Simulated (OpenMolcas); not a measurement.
F+: thermal populations, Slater's ratio, worked from levels

```
Program             : OpenMolcas
Basis               : ANO-R3 [4s4p2d1f]
Scalar Hamiltonian  : X2C, finite nucleus
Active space        : 6 electrons in 4 orbitals (2s 2p)
State averaging     : 2S+1 = 3 even, 3 roots; 2S+1 = 1 even, 6 roots; 2S+1 = 3 odd, 3 roots; 2S+1 = 1 odd, 3 roots
Spin-orbit coupling : state interaction with AMFI integrals over the reference wave functions, term energies averaged over their components
```

Methods: CASSCF; SS-CASPT2, IPEA 0.25 Eh, imaginary shift 0.1 Eh (closed shells correlated: 1s). Measured levels: NIST Handbook of Basic Atomic Spectroscopic Data.

**Thermal populations.** Z = Σ (2J + 1) exp(-E/kT) with k = 0.695035 cm-1/K, over the levels below. No other level of either list lies under 90000 cm-1, which is above 7 kT at each temperature.

| Level | 2J + 1 | SS-CASPT2 | measured |
| --- | --- | --- | --- |
| 2s² 2p⁴ ³P₂ | 5 | 0.0 | 0.0 |
| 2s² 2p⁴ ³P₁ | 3 | 319 | 341 |
| 2s² 2p⁴ ³P₀ | 1 | 473 | 490 |
| 2s² 2p⁴ ¹D₂ | 5 | 21010 | 20873 |
| 2s² 2p⁴ ¹S₀ | 1 | 44600 | 44918 |

```tsv
T (K)	Z, SS-CASPT2	Z, measured levels	Ground level (%), SS-CASPT2	Ground level (%), measured levels
5000	8.621	8.600	58.0	58.1
8000	8.866	8.855	56.4	56.5
12000	9.240	9.237	54.1	54.1
```

At 12000 K, kT = 8340 cm-1, and the computed levels give Z = 5.000 + 2.887 + 0.945 + 0.403 + 0.005 = 9.240.

**Slater's ratio.** With one set of orbitals, p4 has ¹D - ³P = 6 F2 and ¹S - ¹D = 9 F2 (F2 = F²/25), a ratio of 3/2. Term energies are centres of gravity, weighted by 2J + 1.

| Source | ¹D - ³P | ¹S - ³P | F2 from the first | Ratio |
| --- | --- | --- | --- | --- |
| CASSCF | 22641 | 42213 | 3774 | 0.864 |
| SS-CASPT2 | 20853 | 44439 | 3476 | 1.131 |
| measured | 20705 | 44750 | 3451 | 1.161 |

Energies in cm-1. A ratio away from 3/2 shows effects beyond one configuration with one set of orbitals, and in heavier atoms second-order spin-orbit shifts. In CASSCF the valence s occupation is 1.93 in ¹S against 2.00 in ¹D: mixing out of s² acts most on ¹S and pulls it down.

CASPT2 does not keep the components of a term degenerate, so their means are used; among the terms shown or strongly mixed into the levels shown the widest spread is 87 cm-1 (2s² 2p⁴ ¹D, SS-CASPT2). Without dynamic correlation excited terms often stand tens of per cent too high (terms of higher spin than the ground term too low), and those without a measured partner can miss by more than the paired ones (holds for CASSCF). Measured partners are found by configuration, term and J. A level has none where our copy of the source lacks it or the pairing is in doubt (some pairs that miss far off the trend of their configuration count as doubtful), and it then counts in no deviation. Levels of configurations outside the active space are missing.
